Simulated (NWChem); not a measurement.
# CH$_{3}$ClMg; SMILES [CH3][Mg][Cl]

### Question
Give the equilibrium geometry at PBE-D3(BJ)/def2-SVP (NWChem) as a Z-matrix, with the point group.

### Answer
point group C3v; any orientation.
```
C
H 1 1.1103
H 1 1.1104 2 107.47
H 1 1.1104 2 107.49 3 115.42
Mg 1 2.0891 2 111.40 3 -122.26
Cl 5 2.2240 3 157.47 1 179.98
```
